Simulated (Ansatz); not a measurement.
CH3BO, SMILES `B[C]O` (excited triplet) (charge 0, multiplicity 3). This triplet is an excited state, 0.87 eV above the relaxed singlet at the level frozen-core CCSD(T)/cc-pVTZ // PBE0-D3(BJ)/def2-TZVP (Ansatz, a first-principles code).

Cartesian coordinates (Å):
```xyz
6

B     -0.9790    -0.0695     0.4931
C      0.4963     0.1419     0.3981
O      1.3422     0.0082    -0.5883
H     -1.5656    -0.4337    -0.4881
H     -1.5359     0.1253     1.5292
H      2.2419     0.2278    -0.3143
```
Charge 0, spin multiplicity 3.

Problem. Give the natural occupations of the active orbitals, the CASSCF energy and the corrected energy for frozen-core fic-MRCISD+Q@CASSCF(6e,6o)/cc-pVTZ // PBE0-D3(BJ)/def2-TZVP (Ansatz).

Solution. 
```
Property                                              Value
-----------------------  ----------------------------------
natural occupations      1.98, 1.98, 1.00, 1.00, 0.02, 0.02
CASSCF energy                                  -139.1573 Ha
corrected energy                               -139.6001 Ha
weight of the reference                               0.898
```
